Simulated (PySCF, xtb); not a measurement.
Al(NHMe)(OH)2 (CH₆AlNO₂), SMILES [Al]([NH]C)([OH])[OH]. One conformer was computed; it need not be the lowest.

Harmonic wavenumbers (cm⁻¹) from xtb 6.7.1 with GFN2-xTB at its own minimum, in rising order: 112, 117, 147, 196, 264, 276, 285, 304, 344, 357, 430, 617, 835, 944, 1027, 1111, 1134, 1319, 1414, 1488, 1500, 2899, 2926, 3031, 3402, 3782, 3801.

Problem. What does PBE-D3(BJ)/def2-SVP in PySCF 2.14.0 give at its own minimum? (An estimate is asked for; the answer gives what the named calculation found.)

Solution. 86, 116, 147, 217, 218, 259, 281, 312, 470, 538, 603, 646, 845, 912, 1047, 1100, 1134, 1338, 1402, 1417, 1446, 2905, 2954, 3046, 3512, 3827, 3832. Paired by order, the mean absolute difference is 41 cm⁻¹ and the zero-point energies are 48.7 and 49.5 kcal/mol.
